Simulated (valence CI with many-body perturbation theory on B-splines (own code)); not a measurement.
Results of a calculation; reference values are marked as such.
**Cu22+: what each term of the Hamiltonian does**

Method: configuration interaction combined with many-body perturbation theory (CI+MBPT): five valence electrons over a frozen Dirac-Fock core [He], a basis of 9 s, 9 p, 8 d, 6 f, 3 g, 1 h functions for each j, with the one-electron correlation potential Σ1, the two-electron term Σ2, the three-electron term Σ3, Breit, model QED; selected CI, second order for the rest (own B-spline code, finite nucleus).

No measured spectrum was set against this ion. As an estimate, levels of excited configurations hold to 0.05 to 0.15 % of their energy, terms of the ground configuration to about 0.5 %. Among the levels kept, up to 2100 cm⁻¹ of a level comes from second order outside the variational space, and about a tenth of that is noise between levels of different J, which matters for small intervals.

Each rung adds one term. CI alone is the Dirac-Coulomb CI over the frozen core; QED comes last and gives the full result, which names the levels. Energies are above 2s²2p³ ⁴S°_3/2 on the same rung, in Ry.

Names give the largest LS component (configuration and term), which can be under half, so a name can repeat, a term be missing and a line seem to break the LS rules; names also repeat where a configuration has a term twice. Letters in brackets count levels of one name in rising energy.

```tsv
Level	CI alone	Σ1	Σ2	Σ3	Breit	QED	Full
2s²2p³ ²D°_3/2	1.562	+0.0008	+0.0020	-0.0022	-0.0042	+0.0015	1.560
2s²2p³ ²D°_5/2	2.150	+0.0012	+0.0026	-0.0028	-0.0549	+0.0027	2.099
2s²2p³ ²P°_1/2	3.001	+0.0011	+0.0073	-0.0041	-0.0133	+0.0016	2.994
2s²2p³ ²P°_3/2	4.127	+0.0025	+0.0057	-0.0036	-0.0607	+0.0052	4.076
2s2p⁴ ⁴P_5/2	8.276	-0.0117	-0.0081	-0.0034	-0.0025	-0.0439	8.206
2s2p⁴ ⁴P_3/2	9.286	-0.0108	-0.0079	-0.0037	-0.0078	-0.0417	9.214
2s2p⁴ ⁴P_1/2	9.515	-0.0108	-0.0069	-0.0041	-0.0023	-0.0418	9.449
2s2p⁴ ²D_3/2	11.470	-0.0110	-0.0130	-0.0091	-0.0021	-0.0429	11.392
2s2p⁴ ²D_5/2	11.818	-0.0104	-0.0112	-0.0084	-0.0383	-0.0415	11.708
2s2p⁴ ²S_1/2	13.079	-0.0106	-0.0136	-0.0117	+0.0127	-0.0426	13.013
2s2p⁴ ²P_3/2	13.662	-0.0107	-0.0271	-0.0150	-0.0221	-0.0427	13.545
2s2p⁴ ²P_1/2	15.138	-0.0092	-0.0212	-0.0141	-0.0407	-0.0390	15.013
2p⁵ ²P°_3/2	21.263	-0.0227	-0.0363	-0.0165	+0.0247	-0.0869	21.125
2p⁵ ²P°_1/2	22.904	-0.0212	-0.0351	-0.0164	-0.0179	-0.0834	22.730
2s²2p²3s ⁴P_1/2	84.310	+0.0181	+0.0049	-0.0082	-0.0250	+0.0109	84.311
2s²2p²3s ⁴P_3/2	85.459	+0.0195	+0.0039	-0.0077	-0.0653	+0.0143	85.423
2s²2p²3s ²P_1/2	85.752	+0.0195	+0.0016	-0.0077	-0.0635	+0.0144	85.716
2s²2p²3s ⁴P_5/2	86.007	+0.0197	+0.0050	-0.0085	-0.1030	+0.0148	85.935
2s²2p²3s ²P_3/2	86.280	+0.0196	+0.0032	-0.0088	-0.0957	+0.0146	86.213
2s²2p²3p ⁴D°_1/2	86.432	+0.0156	+0.0033	-0.0083	-0.0108	-0.0020	86.430
2s²2p²3p ⁴D°_3/2 [a]	87.087	+0.0160	+0.0027	-0.0081	-0.0280	-0.0008	87.069
2s²2p²3p ²S°_1/2	87.554	+0.0170	+0.0016	-0.0077	-0.0500	+0.0017	87.516
2s²2p²3s ²D_5/2	87.754	+0.0209	+0.0056	-0.0095	-0.1227	+0.0175	87.665
2s²2p²3p ⁴D°_3/2 [b]	87.840	+0.0170	+0.0020	-0.0080	-0.0607	+0.0015	87.792
2s²2p²3s ²D_3/2	87.904	+0.0210	+0.0043	-0.0093	-0.1236	+0.0178	87.814
2s²2p²3p ⁴D°_5/2	88.097	+0.0173	+0.0011	-0.0078	-0.0717	+0.0024	88.038
2s²2p²3p ²D°_5/2 [a]	88.243	+0.0171	+0.0036	-0.0086	-0.0849	+0.0019	88.172
2s²2p²3p ⁴P°_1/2	88.249	+0.0173	+0.0018	-0.0079	-0.0724	+0.0028	88.191
2s²2p²3p ²D°_3/2 [a]	88.443	+0.0172	+0.0018	-0.0081	-0.0725	+0.0024	88.384
2s²2p²3p ⁴D°_7/2	88.661	+0.0176	+0.0028	-0.0084	-0.1079	+0.0032	88.569
2s²2p²3p ⁴S°_3/2	88.819	+0.0167	+0.0009	-0.0083	-0.0833	+0.0004	88.745
```

The middle columns are the shifts that each term adds.

Q: How does the ionisation energy move along the ladder, and which term matters most?

A: CI alone 2043.1, + Σ1 2043.4, + Σ2 2043.4, + Σ3 2043.3, + Breit 2042.8, + QED 2042.8 eV. The largest step is Breit, -0.5 eV. NIST lists 2044 ± 6 eV (semi-empirical).
